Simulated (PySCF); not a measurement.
SMILES CC(=O)C[SiH2]O[SiH3] (C₃H₁₀O₂Si₂) (GFN2-xTB optimised geometry):

```
17

C     -0.509    -1.209    -0.045
C      0.301     0.064     0.000
O      1.510     0.064     0.000
C     -0.505     1.317     0.000
Si    -0.569     2.007    -1.788
O     -1.164     0.857    -2.754
Si    -1.362    -0.355    -3.819
H     -1.056    -1.323     0.890
H     -1.229    -1.154    -0.859
H      0.143    -2.068    -0.184
H     -0.017     2.068     0.618
H     -1.510     1.141     0.378
H      0.767     2.360    -2.251
H     -1.537     3.100    -1.843
H     -2.638    -0.962    -3.441
H     -0.245    -1.282    -3.660
H     -1.399     0.254    -5.145
```

Method: PBE/def2-SVP run with PySCF.

Task: What are the frontier orbital energies and the dipole moment?

Result: HOMO-2 -7.17 eV, HOMO-1 -7.01 eV, HOMO -5.34 eV, LUMO -1.32 eV, LUMO+1 -0.54 eV; dipole moment 2.36 D.

On the same geometry PySCF 2.14.0 with PBE0/def2-SVP gives HOMO-2 -8.66 eV, HOMO-1 -8.44 eV, HOMO -7.01 eV, LUMO -0.26 eV, LUMO+1 0.37 eV; dipole moment 2.52 D.

Meta-Löwdin charges at PBE/def2-SVP: C1 -0.35, C2 0.35, O3 -0.39, C4 -0.47, Si5 0.85, O6 -0.78, Si7 0.71, H8 0.12, H9 0.11, H10 0.12, H11 0.13, H12 0.12, H13 -0.11, H14 -0.11, H15 -0.11, H16 -0.11, H17 -0.10.
